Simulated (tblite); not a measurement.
Species: C3H5F3SeSi.
Numbering: `[F:1][C@@H:2]1[CH2:3][Si@@H:4]([F:5])[Se:6][C@H:7]1[F:8]` (hydrogens: H9 on C2; H10, H11 on C3; H12 on Si4; H13 on C7)

Computed with GFN2-xTB (tblite), gas phase: L-BFGS steps from a force-field or distance-geometry start until the largest atomic force falls under 0.01 eV/Å.

Geometry at step 7:
```
atom  x, y, z in Å
F1      0.6596    0.2242    1.8066
C2      0.7285    0.6426    0.4955
C3     -0.6675    0.8565   -0.0357
Si4    -1.4922   -0.8564   -0.1082
F5     -2.5111   -0.8986   -1.3628
Se6     0.3701   -2.1074   -0.4162
C7      1.4731   -0.4449   -0.2677
F8      1.7691    0.0112   -1.5139
H9      1.3231    1.5689    0.4890
H10    -0.6009    1.3040   -1.0250
H11    -1.2123    1.5423    0.6158
H12    -2.2652   -1.1354    1.0896
H13     2.4213   -0.7066    0.2153
```

Q: Give the atomic forces at this geometry.

A: 
```csv
atom,Fx (eV/Å),Fy (eV/Å),Fz (eV/Å)
F1,-0.005,0.045,0.129
C2,0.081,0.070,0.104
C3,-0.173,0.052,-0.039
Si4,-0.166,0.074,-0.025
F5,0.139,-0.021,0.192
Se6,0.046,0.118,-0.004
C7,0.024,-0.139,-0.035
F8,-0.008,0.010,-0.128
H9,0.015,-0.075,0.008
H10,-0.012,0.050,-0.049
H11,0.106,-0.056,-0.080
H12,-0.013,-0.117,-0.104
H13,-0.035,-0.010,0.032
```

The largest, 0.24 eV/Å, acts on F5; the rms over all components is 0.084 eV/Å. The forces sum to zero within rounding, as they must for an isolated molecule in no field.

Q: Give the force on F5 in Eh/bohr and in nN.

A: 0.238 eV/Å ÷ 51.422 = 0.00463 Eh/bohr, and 0.238 eV/Å × 1.602 = 0.38 nN.

Q: How far is this geometry from the end of the optimisation?

A: 0.015 eV above it, and 0.043 Å rms away after alignment. The bonds farthest from their final lengths, with half the difference of the two atoms' forces along the bond (positive lengthens):

| bond | now (Å) | final (Å) | force along bond (eV/Å) |
| --- | --- | --- | --- |
| Se6–C7 | 2.001 | 1.986 | -0.11 |
| Si4–F5 | 1.617 | 1.610 | -0.18 |
| C2–C3 | 1.509 | 1.515 | +0.14 |
| C2–C7 | 1.523 | 1.528 | +0.10 |
| Si4–H12 | 1.453 | 1.448 | -0.05 |
| C7–F8 | 1.360 | 1.364 | +0.06 |

The angle farthest from its final value is C3–Si4–H12, 111.9° against 117.2°.

What follows is the cost of the whole relaxation. On Arm Neoverse V2, one thread, shared host with 192 logical CPUs at a one-minute load of 70, this took 0.27 s of wall time.
